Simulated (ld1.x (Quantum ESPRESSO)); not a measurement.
Configuration tests for Ti (TM)

```json
{
  "Element": "titanium (Ti)",
  "Generator": "ld1.x (Quantum ESPRESSO) 7.5",
  "Type": "norm-conserving Troullier–Martins (Kleinman–Bylander form)",
  "Functional": "PBE",
  "Relativity": "scalar-relativistic",
  "Frozen core": "[Ne] 3s2",
  "Valence charge": "10",
  "Reference configuration": "3p6 3d2 4s1.5 4p0 (charge +0.5)",
  "Partial waves": "4s (bound): rc 2.80 bohr; 3p (bound): rc 1.60 bohr; 3d (bound): rc 2.55 bohr",
  "Local potential": "the d channel",
  "Core correction": "Bessel-smoothed model core, default radius (core density twice the valence density)"
}
```

Energies are relative to the spin-unpolarised reference configuration 3p6 3d2 4s1.5 4p0; without spin polarisation the order of configurations can differ from experiment. The frozen-core shift is the all-electron ΔE with the core orbitals held at their reference shape minus the fully relaxed ΔE.

```csv
valence configuration,charge,ΔE all-electron (eV),error AE − PS (meV),frozen-core shift (meV)
3p6 3d2 4s2 4p0,0,-2.937,-0.1,-0.2
3p6 3d2 4s1 4p0,+1,4.410,-1.3,+0.3
3p6 3d2 4s0 4p0,+2,17.982,-21,+1.8
3p5 3d2 4s2 4p0,+1,42.620,-498,+80
3p6 3d3 4s1 4p0,0,-1.831,-17,+12
```

(1) What are ΔE and the potential's error for 3p6 3d1 4s0 4p0?

(2) What are ΔE and the potential's error for 3p6 3d1 4s2 4p1?

Levels in the configuration 3p6 3d2 4s1 4p0:

| level | all-electron (eV) | pseudo (eV) |
| --- | --- | --- |
| 3p | -46.152 | -46.132 |
| 3d | -11.368 | -11.369 |
| 4s | -10.351 | -10.355 |

Note: ghost state, extra bound levels that the all-electron valence spectrum of the same l lacks: s at -62.7 eV. A true bound ghost makes a file unfit for plane-wave use.

## Answers

(1) ΔE = 44.930 eV all-electron; the error (AE − PS) is +185 meV.

(2) ΔE = 1.735 eV all-electron; the error (AE − PS) is -314 meV.

A variational frozen-core shift is positive and of second order in the change. This column holds negative values, so the frozen-core run of ld1.x carries numerical noise or an error of first order here, and the column gives no more than the rough size of the effect.
